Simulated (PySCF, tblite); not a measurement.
A set of runs on `C1=CC=C(C2CCCCC2)C=C1`; the geometry of each is named by its level. Settings lines and outputs come from a driver script.

C12H16.
Bonds: C1–C2 (aromatic), C2–C3 (aromatic), C3–C4 (aromatic), C4–C5, C5–C6, C6–C7, C7–C8, C8–C9, C9–C10, C4–C11 (aromatic), C11–C12 (aromatic), C1–C12 (aromatic), C5–C10. Hydrogens: H13 on C1; H14 on C2; H15 on C3; H16 on C5; H17, H18 on C6; H19, H20 on C7; H21, H22 on C8; H23, H24 on C9; H25, H26 on C10; H27 on C11; H28 on C12.

Step 1: GFN2-xTB geometry optimisation, gas phase (tblite 0.8.0) (from a force-field or distance-geometry start)
```json
{"job": {"kind": "relax", "xc": "GFN2-xTB", "basis": "xTB"}, "charge": 0, "multiplicity": 1}
```
```
step      E/eV     max force
  0    -921.48111    1.209
  1    -921.52379    0.570
  2    -921.53683    0.269
...
 22    -921.57402    0.024
 23    -921.57413    0.019
 24    -921.57419    0.015
 25    -921.57422    0.011
 26    -921.57424    0.009
```

Energy lowered by 2.1 kcal/mol over 26 steps; largest atomic force 0.009 eV/Å at the end. «max force» is the largest atomic force in eV/Å.

Hardware: an Intel Xeon Platinum 8488C with 2 threads, on a shared host. Cost: 0.29 s wall, 0.57 s CPU.

Step 2: GFN2-xTB harmonic vibrations, gas phase (tblite 0.8.0) (on the GFN2-xTB geometry)
```json
{"job": {"kind": "ir", "xc": "GFN2-xTB", "basis": "xTB"}, "charge": 0, "multiplicity": 1}
```
```
(table of modes left out)
```

78 modes from 41 to 3090 cm⁻¹ (unscaled, harmonic); zero-point energy 154.8 kcal/mol; all wavenumbers are real at this level.

Hardware: 2 threads of an Intel Xeon Platinum 8488C, shared host with 192 logical CPUs at a one-minute load of 52. Cost: 1.6 s wall, 3.3 s CPU.

Step 3: PBE0-D3(BJ)/def2-SVP geometry optimisation, gas phase (PySCF 2.14.0) (from the GFN2-xTB geometry)
```json
{"job": {"xc": "PBE0", "basis": "def2-SVP", "d3": "d3bj", "grid": 1, "shake": 0.01, "kind": "geom"}, "charge": 0, "multiplicity": 1}
```
```
step   0  E = -466.05690190  max force = 0.056016
step   1  E = -466.06737440  max force = 0.010282
step   2  E = -466.06765486  max force = 0.001743
step   3  E = -466.06758224  max force = 0.004467
step   4  E = -466.06771138  max force = 0.000995
step   5  E = -466.06769390  max force = 0.001424
step   6  E = -466.06771332  max force = 0.000568
step   7  E = -466.06771616  max force = 0.000119
optimisation converged
```

Final energy -466.06772 Eh after 7 steps; dipole 0.47 D. Energies in Eh; «max force» is the largest Cartesian gradient component in Eh/bohr.

On 2 threads, Intel Xeon Platinum 8488C (x86_64), shared host with 192 logical CPUs at a one-minute load of 72, this took 3.1 min wall, 7.2 min CPU and 1.5 GiB of memory at its peak.

Step 4: TDDFT CAM-B3LYP/def2-SVPD, vertical, gas phase, core orbitals frozen in the response (PySCF 2.14.0, density-fitted response routines) (on the PBE0-D3(BJ)/def2-SVP geometry)
```json
{"job": {"kind": "uv", "xc": "CAM-B3LYP", "basis": "def2-SVPD", "ip": false}, "charge": 0, "multiplicity": 1}
```
```
...
Static polarisability (au): isotropic 135.768, principal 105.012 128.999 173.293
Singlet excitations
state   eV       nm        f      main configurations
  1   5.4138    229.0   0.00184   H->L 0.49, H-1->L+1 0.33, H->L+1 0.09
  2   6.0810    203.9   0.02709   H->L+1 0.49, H-1->L 0.32, H->L 0.12
  3   6.9301    178.9   0.00092   H->L+2 0.56, H->L+3 0.32, H->L+4 0.08
  4   6.9721    177.8   0.71078   H-1->L+1 0.39, H-1->L 0.23, H->L 0.22
  5   6.9906    177.4   0.64594   H-1->L 0.34, H->L+1 0.28, H-1->L+1 0.20
  6   7.1267    174.0   0.00014   H-1->L+2 0.50, H-1->L+3 0.36
  7   7.4129    167.3   0.00161   H->L+4 0.61, H->L+3 0.22
  8   7.5515    164.2   0.03996   H->L+6 0.23, H-1->L+4 0.23, H->L+2 0.14
  9   7.6745    161.6   0.00884   H-1->L+4 0.34, H->L+2 0.12, H-1->L+7 0.12
 10   7.7014    161.0   0.00260   H-2->L 0.59, H-7->L 0.15, H-8->L 0.14
Triplet excitations (Tamm-Dancoff, eV): 4.0687 4.7379 4.7796 5.2016
```

HOMO -8.12 eV, LUMO 0.89 eV; lowest singlet 5.41 eV; lowest triplet 4.07 eV (Tamm–Dancoff); mean polarisability 135.8 au.

Hardware: Intel Xeon Platinum 8488C, 2 threads, shared host with 192 logical CPUs at a one-minute load of 52. Cost: 2.4 min wall, 5.3 min CPU (grids of density and orbitals included), 2.6 GiB resident at most.

Geometry of the electronic-property runs (PBE0-D3(BJ)/def2-SVP):
```
atom  x, y, z in Å
C1     3.594    0.211   -0.218
C2     2.666    1.018   -0.875
C3     1.301    0.817   -0.684
C4     0.832   -0.194    0.165
C5    -0.646   -0.414    0.377
C6    -1.321    0.788    1.049
C7    -2.809    0.549    1.277
C8    -3.524    0.180   -0.018
C9    -2.863   -1.017   -0.693
C10   -1.374   -0.781   -0.923
C11    1.776   -0.996    0.817
C12    3.144   -0.798    0.630
H13    4.665    0.368   -0.368
H14    3.008    1.813   -1.543
H15    0.587    1.460   -1.206
H16   -0.753   -1.273    1.064
H17   -1.187    1.680    0.410
H18   -0.812    1.012    2.000
H19   -2.937   -0.271    2.008
H20   -3.271    1.441    1.732
H21   -3.495    1.045   -0.706
H22   -4.589   -0.026    0.175
H23   -2.994   -1.910   -0.056
H24   -3.362   -1.244   -1.649
H25   -0.903   -1.670   -1.370
H26   -1.243    0.038   -1.652
H27    1.429   -1.790    1.484
H28    3.861   -1.438    1.151
```

 (This holds for the electronic-property runs.)

One conformer stands for the species.
